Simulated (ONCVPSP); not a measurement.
**beryllium: from the effect back to the setting (ONCV)**

Base potential:

```
Element                 : beryllium
Generator               : ONCVPSP 4.0.1
Type                    : optimised norm-conserving Vanderbilt (ONCV)
Functional              : LDA (Perdew-Wang 92)
Relativity              : scalar-relativistic
Frozen core             : none
Valence charge          : 4
Reference configuration : 1s2 (charge +2)
Partial waves           : 1s: rc 0.45 bohr, ncon 4, nbas 7, qcut 29 1/bohr, 1 projector; p scattering state at 0.05 Ha: rc 0.40 bohr, ncon 4, nbas 8, qcut 22.9 1/bohr, 1 projector
Local potential         : polynomial inside 0.35 bohr (lpopt 2, dvloc0 0 Ha)
Core correction         : none
```

Cutoffs, loose and tight: the cutoffs (Ha) at which the residual kinetic energy of the hardest occupied pseudo-wave falls to 1 and 0.1 mHa per electron. They do not see the model core or the augmentation charge, which bear on the density cutoff. Test errors are all-electron minus pseudo excitation energies from the reference, over the configurations 1s2 2s2; 1s2 2s1; 1s2 2s1.5; 1s2 2s1 2p1; variants that change the core or the reference have their own tests.

Only the dvloc0 is moved:

```tsv
dvloc0 (Ha)	cutoff, loose	cutoff, tight	bound ghosts	largest test error (meV)	median size of the test errors
-2.5	255 Ha	310 Ha	s	-9.4	7.7 meV
-1	255 Ha	310 Ha	s	-11	9.2 meV
0.5	255 Ha	310 Ha	s	-13	10.5 meV
3	255 Ha	310 Ha	s	-15	12.5 meV
5	255 Ha	310 Ha	s	-17	14.0 meV
7	255 Ha	310 Ha	s	-19	15.3 meV
7.5	255 Ha	310 Ha	s	-19	15.6 meV
9	255 Ha	310 Ha	s	-20	16.6 meV
```

Problem. One more run gave cutoff, loose: 255 Ha; cutoff, tight: 310 Ha; bound ghosts: s; largest test error (meV): -15; median size of the test errors: 11.8 meV. Which value of the dvloc0 was used?

Solution. 2 Ha. The median size of the test errors moves one way along this sweep, from 7.7 meV at -2.5 to 16.6 meV at 9 Ha, which places the run between 0.5 and 3 Ha.
